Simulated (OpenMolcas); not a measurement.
Ni4+ with its 6 nearest fluoride ions, on the Ge site of Cs2GeF6 (a = 9.021 Å, distance in the model lattice 1.804 Å). The rest of the host is ab initio model potentials to 7.6 Å and point charges beyond; the distance is set by hand and nothing relaxes. Ligand basis ANO-RCC-VDZP.

```json
{"Program": "OpenMolcas 26.06", "Method": "CASSCF", "Basis": "ANO-RCC-VTZP [6s5p3d2f1g]", "Scalar Hamiltonian": "DKH2, point nucleus", "Active space": "6 electrons in 5 orbitals (3d)", "State averaging": "2S+1 = 5 even, 5 roots; 2S+1 = 3 even, 45 roots; 2S+1 = 1 even, 50 roots", "Spin-orbit coupling": "state interaction with AMFI integrals over the reference wave functions"}
```

All ligands move together. At R = 1.79 Å the first state of the same spin is 19557 cm-1, and at R = 1.804 Å it is 19095 cm-1.

A third run gives 19389 cm-1. What distance was it run at?

With a power law R^-n the two known points give n = -ln(19095 / 19557) / ln(1.804 / 1.79) = 3.07. Then R = 1.79 × (19557 / 19389)^(1/3.07) = 1.795 Å. The run was at 1.795 Å, so the estimate is off by 0 Å.

An orbital triplet at a regular site is open to Jahn-Teller coupling, which can distort the site and quench the lowest spin-orbit gaps and is left out. Without dynamic correlation the repulsion within the d shell is too large (B by tens of per cent), so at a given field states of lower spin stand too high. This shell can be high or low spin here, a state of another spin lies low, and with metal d orbitals alone active their balance is uncertain, so the ground spin may be wrong. The least metal-like active orbital is 68 % on the metal (Löwdin) and no ligand orbital is active, so the numbers are rough, and ground spin, moment and any spin crossover can be artefacts of this space; highly charged d ions in such sites are as a rule low spin. Ligand-to-metal charge-transfer states are missing. With no ligand orbital active B as a rule stays too high, so bands that hang on it stand too high and its fall with covalency is understated. With metal d orbitals alone and no dynamic correlation 10Dq can be off by a tenth to a fifth, either way, in oxide and fluoride hosts. No measured value stands beside these numbers; the geometry was set by hand and not optimised.
